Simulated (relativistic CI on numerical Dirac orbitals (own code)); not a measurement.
d5 in a ligand field

Computed with a parametric ligand-field model of a d^n configuration (Racah B and C, spin-orbit zeta, crystal field), exact diagonalisation.

Field parameters in Wybourne normalisation: Oh B⁴₀ = 21Dq, B⁴₄ = √(5/14) B⁴₀; Td as Oh with Dq negative (B⁴₀ = 21Dq, B⁴₄ = √(5/14) B⁴₀). The field is a parameter set, without covalency.

Q: Ground term and bands for B = 310, C = 1220, ζ = 0 cm⁻¹, Oh, 10Dq = 15600 cm⁻¹?

A: Ground term 2T2 with 0.03 electrons in the two orbitals of the cubic e set. Spin-allowed: 2A2 13956 cm⁻¹ (717 nm), 2T1 14069 cm⁻¹ (711 nm), 2T2 14938 cm⁻¹ (669 nm), 2E 15608 cm⁻¹ (641 nm). Lowest spin-forbidden: 4T1 9660 cm⁻¹ (1035 nm), 4T2 12025 cm⁻¹ (832 nm), 6A1 14969 cm⁻¹ (668 nm).

Q: Ground term and bands for B = 500, C = 2520, ζ = 0 cm⁻¹, Oh, 10Dq = 24600 cm⁻¹?

A: Ground term 2T2 with 0.04 electrons in the two orbitals of the cubic e set. Spin-allowed: 2A2 21575 cm⁻¹ (464 nm), 2T1 21738 cm⁻¹ (460 nm), 2T2 23141 cm⁻¹ (432 nm), 2E 24416 cm⁻¹ (410 nm). Lowest spin-forbidden: 4T1 12978 cm⁻¹ (771 nm), 4T2 16734 cm⁻¹ (598 nm), 6A1 17714 cm⁻¹ (565 nm).

Q: Ground term and bands for B = 960, C = 4220, ζ = 0 cm⁻¹, Td, 10Dq = -9100 cm⁻¹?

A: Ground term 6A1 with 2.00 electrons in the two orbitals of the cubic e set. Spin-allowed: none. Lowest spin-forbidden: 4T1 24456 cm⁻¹ (409 nm), 4T2 28579 cm⁻¹ (350 nm), 4A1+E 30700 cm⁻¹ (326 nm). A high-spin d5 ion has no spin-allowed d-d band, hence its pale colour.

Q: Ground term and bands for B = 860, C = 3120, ζ = 0 cm⁻¹, Oh, 10Dq = 10900 cm⁻¹?

A: Ground term 6A1 with 2.00 electrons in the two orbitals of the cubic e set. Spin-allowed: none. Lowest spin-forbidden: 4T1 15542 cm⁻¹ (643 nm), 2T2 18727 cm⁻¹ (534 nm), 4T2 20409 cm⁻¹ (490 nm). A high-spin d5 ion has no spin-allowed d-d band, hence its pale colour.

Q: Ground term and bands for B = 410, C = 1630, ζ = 0 cm⁻¹, Oh, 10Dq = 29600 cm⁻¹?

A: Ground term 2T2 with 0.02 electrons in the two orbitals of the cubic e set. Spin-allowed: 2A2 27260 cm⁻¹ (367 nm), 2T1 27409 cm⁻¹ (365 nm), 2T2 28654 cm⁻¹ (349 nm), 2E 29521 cm⁻¹ (339 nm). Lowest spin-forbidden: 4T1 21530 cm⁻¹ (464 nm), 4T2 24714 cm⁻¹ (405 nm), 6A1 37377 cm⁻¹ (268 nm).
